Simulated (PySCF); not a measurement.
## Electron correlation in Mn²⁺ (manganese, charge +2)

[Ar] 3d5, high-spin 6S determinant. Calculation: PySCF 2.14, in aug-cc-pVTZ-DK; the spin-free X2C one-electron Hamiltonian (Gaussian nucleus). Frozen: [Ar]; 5 electrons correlated.

```csv
level,correlation energy (mhartree)
CCSD,-74.56
(T),-0.80
CCSD(T),-75.36
```

Diagnostics: T1 = 0.0044, D1 = 0.0062, largest double amplitude 0.016.

Problem. Is a single reference adequate?

Solution. Yes: T1 lies below 0.03 and no double amplitude reaches 0.07.
